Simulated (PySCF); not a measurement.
Geometry:
```tsv
atom	x (Å)	y (Å)	z (Å)
C1	-2.319	-0.439	-0.468
C2	-0.843	-0.396	-0.336
C3	0.013	-1.487	-0.407
C4	1.391	-1.342	-0.270
C5	1.894	-0.060	-0.058
C6	1.031	1.015	0.011
N7	-0.321	0.864	-0.124
O8	-1.087	1.856	-0.057
H9	-2.794	-0.020	0.434
H10	-2.667	-1.466	-0.632
H11	-2.645	0.206	-1.299
H12	-0.432	-2.470	-0.574
H13	2.053	-2.207	-0.327
H14	2.964	0.121	0.057
H15	1.333	2.049	0.173
```

Method: J: B3LYP/pcJ-1 (spin–dipole term only in couplings to heteroatoms), structure optimised with PBE0-D3(BJ)/def2-SVP, shielding tensors at B3LYP/pcSseg-1 (GIAO), in PySCF 2.14.0 with density-fitted response routines (one conformer, isolated molecule, one averaged value for each set of equivalent atoms, non-relativistic).

References, each an isolated molecule treated in the same way: $^{1}$H vs TMS.

The spectrum was simulated from the full spin Hamiltonian at 700 MHz with 0.8 Hz Lorentzian lines, from shifts rounded to 0.01 ppm and J to 0.1 Hz, couplings under 1 Hz left out.

**Question.** List the maxima of its $^{1}$H spectrum with integrals.

**Answer.** 
```tsv
region	integral (H)	ppm	Hz	height
1	1	8.145	5701.8	29
1		8.135	5694.2	30
2	1	7.089	4962.6	3
2		7.088	4961.7	7
2		7.087	4960.8	9
2		7.086	4960.0	9
2		7.084	4959.1	7
2		7.083	4958.2	3
2		7.077	4954.0	3
2		7.076	4953.1	8
2		7.075	4952.2	10
2		7.073	4951.4	10
2		7.072	4950.5	8
2		7.071	4949.6	3
3	1	6.973	4880.9	8
3		6.970	4879.2	7
3		6.962	4873.3	9
3		6.961	4872.4	11
3		6.960	4871.7	10
3		6.958	4870.8	9
3		6.950	4864.9	8
3		6.947	4863.2	8
4	1	6.672	4670.4	16
4		6.660	4661.9	29
4		6.648	4653.3	14
5	3	2.391	1673.5	100
5		2.389	1672.5	100
```

**Question.** Summarise it as multiplets with assignments.

**Answer.** $^{1}$H NMR (700 MHz, computed): δ 8.14 (d, J = 7.6 Hz, 1H, H15), 7.08 (ddq, J = 8.6, 1.7, 1.0 Hz, 1H, H12), 6.96 (ddd, J = 8.5, 7.6, 1.7 Hz, 1H, H14), 6.66 (t, J = 8.5 Hz, 1H, H13), 2.39 (d, J = 1.0 Hz, 3H, H9/H10/H11). These are first-order names; overlap and second-order distortion can hide them in the list.

Splittings below 1 Hz are ignored in the labels, and close J values are merged. Unscaled 3J(H,H) at this level run about 10 % above measured values.
